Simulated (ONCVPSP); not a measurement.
**Logarithmic derivatives: Sn (Z = 50), ONCV**

```json
{
  "Element": "tin (Sn)",
  "Generator": "ONCVPSP 4.0.1",
  "Type": "optimised norm-conserving Vanderbilt (ONCV)",
  "Functional": "PBE",
  "Relativity": "fully relativistic",
  "Frozen core": "[Ar] 3d10",
  "Valence charge": "22",
  "Reference configuration": "4s2 4p6 4d10 5s2 5p2",
  "Partial waves": "4s+5s: rc 1.55 bohr, ncon 4, nbas 7, qcut 9 1/bohr, 2 projectors; 4p+5p: rc 1.15 bohr, ncon 5, nbas 9, qcut 14.1 1/bohr, 3 projectors, debl 0.5 Ha; 4d: rc 1.35 bohr, ncon 5, nbas 9, qcut 12.9 1/bohr, 2 projectors, debl 3.8 Ha",
  "Local potential": "polynomial inside 1.05 bohr (lpopt 5, dvloc0 -1 Ha)",
  "Core correction": "Teter function, fcfact 1.75, rcfact 1.1"
}
```

Open shells are filled in proportion to 2j + 1.

The phase is arctan(r·R′/R) of the radial function R(r), unwrapped; energies in Ha, scanned from -6 to 5 Ha. A pole is an energy at which the radial function vanishes at the test radius. The pseudo phase is shifted by a multiple of π to meet the all-electron one at the reference energy, and phase errors are pseudo minus all-electron; the curves can meet again beyond the range given. Levels narrower than the energy grid can be missing from the lists of poles.

```csv
channel,radius (bohr),reference energy (Ha),"poles, all-electron","poles, pseudo",unbroken range about the reference energy with phases within 0.05 rad,phase error 1 Ha above the reference energy (rad)
s,1.57,-0.39,-4.72,-4.72,the whole range,-0.001
p3/2,1.16,-0.13,-0.93,-0.93,the whole range,+0.000
p1/2,1.16,-0.15,-1.45,-1.45,the whole range,+0.000
d5/2,1.37,-0.93,0.53,0.53,the whole range,-0.000
d3/2,1.37,-0.97,0.45,0.45,the whole range,-0.000
```

Phases in the d5/2 channel:

| E (Ha) | all-electron | pseudo |
| --- | --- | --- |
| -5.96 | 1.261 | 1.261 |
| -5.68 | 1.247 | 1.247 |
| -5.40 | 1.232 | 1.232 |
| -5.12 | 1.214 | 1.214 |
| -4.84 | 1.194 | 1.194 |
| -4.56 | 1.170 | 1.169 |
| -4.28 | 1.141 | 1.141 |
| -4.00 | 1.105 | 1.105 |
| -3.72 | 1.061 | 1.061 |
| -3.44 | 1.004 | 1.004 |
| -3.16 | 0.928 | 0.928 |
| -2.88 | 0.822 | 0.822 |
| -2.60 | 0.667 | 0.667 |
| -2.32 | 0.432 | 0.432 |
| -2.04 | 0.086 | 0.086 |
| -1.76 | -0.342 | -0.342 |
| -1.48 | -0.728 | -0.728 |
| -1.20 | -1.002 | -1.002 |
| -0.92 | -1.184 | -1.184 |
| -0.64 | -1.308 | -1.308 |
| -0.36 | -1.397 | -1.397 |
| -0.08 | -1.464 | -1.464 |
| 0.20 | -1.519 | -1.519 |
| 0.48 | -1.564 | -1.564 |
| 0.76 | -1.603 | -1.603 |
| 1.04 | -1.639 | -1.639 |
| 1.32 | -1.672 | -1.672 |
| 1.60 | -1.705 | -1.705 |
| 1.88 | -1.738 | -1.738 |
| 2.16 | -1.772 | -1.772 |
| 2.44 | -1.809 | -1.809 |
| 2.72 | -1.850 | -1.850 |
| 3.00 | -1.897 | -1.897 |
| 3.28 | -1.953 | -1.953 |
| 3.56 | -2.021 | -2.021 |
| 3.84 | -2.109 | -2.109 |
| 4.12 | -2.224 | -2.224 |
| 4.40 | -2.382 | -2.382 |
| 4.68 | -2.600 | -2.600 |
| 4.96 | -2.888 | -2.889 |
